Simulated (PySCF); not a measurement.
C3H2ClN3O2Si.
Structure used (PBE0-D3(BJ)/def2-SVP), in Å, numbered top down from 1:
```
atom  x, y, z in Å
N1    -4.1793    0.3898    0.7135
C2    -3.0961   -0.0121    0.6503
C3    -1.7603   -0.5004    0.5672
N4    -0.6732    0.1770    0.3676
C5     0.2716   -0.8106    0.3814
O6     1.5479   -0.5656    0.2125
Si7    2.1405    1.0055   -0.0841
Cl8    4.1479    0.7402   -0.3431
N9    -0.2060   -2.0170    0.5777
O10   -1.5499   -1.8057    0.7009
H11    1.5354    1.5231   -1.3318
H12    1.8963    1.8485    1.1079
```

Theory: PySCF, TDDFT B3LYP/def2-SVPD, vertical, gas phase, core orbitals frozen in the response.

Transition dipole moments from the ground state, in atomic units and in the frame of the coordinates above (overall signs are arbitrary), for the states with f of 0.002 or more among the lowest 3:

| state | E (eV) | μx | μy | μz |
| --- | --- | --- | --- | --- |
| S1 | 5.072 | -0.759 | 0.571 | 0.015 |
| S2 | 5.250 | 0.018 | 0.016 | 0.166 |
| S3 | 5.815 | -0.119 | 0.180 | -0.009 |

Question: Work out the oscillator strengths.

Answer: f = (2/3) ΔE |μ|² with ΔE in hartree (27.2114 eV).

```tsv
state	|μ|² (au)	|μ| (D)	f
S1	0.901	2.41	0.112
S2	0.028	0.43	0.004
S3	0.047	0.55	0.007
```

Question: Which bond between heavy atoms lies closest to the direction of the S1 transition dipole?

Answer: N4–C5, at 9° from it; next N1–C2 and C2–C3 at 17°.

Question: How is the summed strength of these states shared among x, y and z?

Answer: (2/3) Σ ΔE μα² gives 0.074 for x, 0.045 for y and 0.004 for z, 0.122 in all.

Question: What peak molar absorption coefficient would the strongest computed level give as a lone Gaussian band 0.3 eV wide at half height?

Answer: ε(max) = 2.175×10⁸ f / FWHM, with the width in cm⁻¹. S1: 2.175×10⁸ × 0.1120 / 2420 ≈ 10000 L mol⁻¹ cm⁻¹.

One conformer stands for the species.
